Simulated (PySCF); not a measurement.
C2H3BF2O, SMILES FC(B(F)O)=C.

The structure is a stationary point at B3LYP-D3(BJ)/def2-SVP. This is a generated structure with no PubChem entry under its InChIKey; it may be hypothetical. The values are those of a single conformer.

Level of theory: PBE/def2-TZVP run with PySCF.

Task: Estimate the frontier levels, gap, dipole moment and polarisability. (The exact figures need the calculation; the answer reports its results.)

Result: 
```yaml
highest_occupied_level: -6.88 eV
lowest_empty_level: -2.21 eV
orbital_gap: 4.67 eV
dipole_moment: 1.49 D
quadrupole, principal values (traceless, Buckingham form, about the centre of nuclear charge): -6.20, -0.15, 6.35 D·Å
mean_static_polarisability: 43.2 bohr³ (6.40 Å³)
polarisability_principal_values: 28.5, 41.5, 59.7 bohr³
```
